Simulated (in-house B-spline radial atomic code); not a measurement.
Results of a calculation; reference values are marked as such.
C III (C2+) at several levels of theory

Ground configuration [He] 2s2. All numbers come from a B-spline radial code for spherical atoms, all electrons, at the radial basis limit. Mean-field, RPA, GW and linear-response runs are scalar-relativistic (one-electron X2C), no spin-orbit coupling, without Breit or QED terms, open shells spin-polarised at highest spin; the many-body runs on Dirac-Hartree-Fock orbitals are four-component, and their energies hold both.

**Ionisation energy.** The reference is 47.888 eV (NIST, measured).

```
                                              method  value (eV)  minus reference (eV)
                    minus the highest LDA VWN5 level       40.17                 -7.72
              LDA VWN5, difference of total energies       46.97                 -0.92
                         minus the highest PBE level       40.38                 -7.51
                   PBE, difference of total energies       47.12                 -0.76
                                         G0W0 on PBE       47.85                 -0.04
                         exact exchange + RPA on PBE       48.23                 +0.34
                 exact exchange + RPA + SOSEX on PBE       47.64                 -0.24
                      minus the highest r2SCAN level       40.68                 -7.20
                r2SCAN, difference of total energies       46.64                 -1.25
                        minus the highest PBE0 level       42.05                 -5.83
                  PBE0, difference of total energies       47.06                 -0.83
                                        G0W0 on PBE0       47.81                 -0.08
             minus the highest B3LYP (VWN-RPA) level       41.79                 -6.10
       B3LYP (VWN-RPA), difference of total energies       47.25                 -0.64
                   minus the highest CAM-B3LYP level       43.62                 -4.27
                     minus the highest LC-wPBE level       45.30                 -2.59
                minus the highest Hartree-Fock level       46.12                 -1.77
          Hartree-Fock, difference of total energies       45.80                 -2.09
                                G0W0 on Hartree-Fock       47.59                 -0.30
                   MP2, difference of total energies       47.16                 -0.73
               CI + MBPT for the two outer electrons       47.88                 -0.01
Dirac-Fock + self-energy with TDHF screening (2s1/2)       46.99                 -0.89
```

**Question.** Which methods come closest, and which lies farthest off?

**Answer.** Closest: CI + MBPT for the two outer electrons (-0.01 eV) and G0W0 on PBE (-0.04 eV). Farthest: minus the highest LDA VWN5 level (-7.72 eV). The PBE level misses by -7.5 eV while the PBE energy difference misses by -0.76 eV: the semilocal potential lacks the −1/r tail and the energy is convex in the electron number, but total energies at whole numbers are far better.

**Static dipole polarisability and C6** of two like species, by linear response (no reference value is at hand):

```json
{"method": "LDA VWN5", "α (bohr³)": "4.249", "C6 (hartree·bohr⁶)": "6.504"}
{"method": "PBE", "α (bohr³)": "4.21", "C6 (hartree·bohr⁶)": "6.477"}
{"method": "PBE0", "α (bohr³)": "4.269", "C6 (hartree·bohr⁶)": "6.601"}
{"method": "B3LYP (VWN-RPA)", "α (bohr³)": "4.309", "C6 (hartree·bohr⁶)": "6.635"}
{"method": "CAM-B3LYP", "α (bohr³)": "4.313", "C6 (hartree·bohr⁶)": "6.649"}
{"method": "LC-wPBE", "α (bohr³)": "4.254", "C6 (hartree·bohr⁶)": "6.575"}
{"method": "TDHF", "α (bohr³)": "4.5", "C6 (hartree·bohr⁶)": "7.091"}
{"method": "relativistic RPA (four-component TDHF)", "α (bohr³)": "4.499", "C6 (hartree·bohr⁶)": "7.09"}
```

**Question.** What mean excitation energy do α and C6 imply in London's formula C6 = (3/4) α² ω?

**Answer.** LDA VWN5: ω = 0.480 hartree; relativistic RPA (four-component TDHF): ω = 0.467 hartree. A method that puts the excitations lower gives a larger α and a smaller ω.

Run times on one thread of shared hosts: mean field, RPA, SOSEX and G0W0 on PBE, for the atom and its ion, 2.6 s (Arm Neoverse N1); TDDFT with PBE, 0.3 s (Arm Neoverse N1); CI + MBPT, 68 s (Intel Xeon 6975P-C); removal energies by the self-energy, 1.7 s (Arm Neoverse N1).
